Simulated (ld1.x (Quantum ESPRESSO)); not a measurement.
## Before and after: TM potential for chlorine

```
Element                 : chlorine (Cl)
Generator               : ld1.x (Quantum ESPRESSO) 7.5
Type                    : norm-conserving Troullier–Martins (Kleinman–Bylander form)
Functional              : LDA (PZ)
Relativity              : non-relativistic
Frozen core             : [Ne]
Valence charge          : 7
Reference configuration : 3s2 3p4 (charge +1)
Partial waves           : 3s (bound): rc 1.25 bohr; 3d channel at 0.35 Ry: rc 1.50 bohr; 3p (bound): rc 1.40 bohr
Local potential         : the p channel
Core correction         : Bessel-smoothed model core inside 1.05 bohr
```

Change: wave 3s (bound): rc 1.25 bohr becomes 3s (bound): rc 1.54 bohr.

Cutoffs: the cutoffs (Ry, on a coarse ladder) from which the occupation-weighted sum of valence levels, in a spherical-Bessel basis at the reference potential, stays within 10 and 1 mRy of its value at 400 Ry; they do not see the model core or the augmentation charge, which bear on the density cutoff. Errors are all-electron minus pseudo energies relative to the spin-unpolarised reference configuration.

Problem. Predict the effect on cutoff, ghosts and configuration errors.

Solution. The potential gets softer (50 Ry and 80 Ry → 45 Ry and 70 Ry); of the 9 tests that both files solve, the error grows in 2 and shrinks in 1 by more than 15 % and 0.3 meV (median size 7.9 → 8.7 meV); neither file shows a bound ghost. A larger radius leaves more room for a smooth pseudo-wave, so fewer plane waves are needed.

| quantity | base | changed |
| --- | --- | --- |
| cutoff, loose | 50 Ry | 45 Ry |
| cutoff, tight | 80 Ry | 70 Ry |
| loose cutoff by channel (10 mRy a level) | s 30 Ry, p 15 Ry | s 25 Ry, p 15 Ry |
| bound ghosts | none | none |
| error for 3s2 3p5, meV [ΔE -13.99 eV] | +4.1 | +4.6 |
| error for 3s2 3p3, meV [ΔE 25.54 eV] | +9.9 | +11 |
| error for 3s2 3p2, meV [ΔE 63.94 eV] | +56 | +65 |
| error for 3s2 3p5.3, meV [ΔE -16.16 eV] | +5.8 | +6.6 |
| error for 3s1 3p6, meV [ΔE -2.12 eV] | +3.5 | +2.5 |
| error for 3s2 3p1, meV [ΔE 116.31 eV] | +169 | +198 |
| error for 3s2 3p4.5, meV [ΔE -8.35 eV] | +1.3 | +1.5 |
| error for 3s2 3p4 (spin-polarised), meV [ΔE -0.88 eV] | +19 | +20 |
| error for 3s2 3p5 (spin-polarised), meV [ΔE -14.17 eV] | +7.9 | +8.7 |
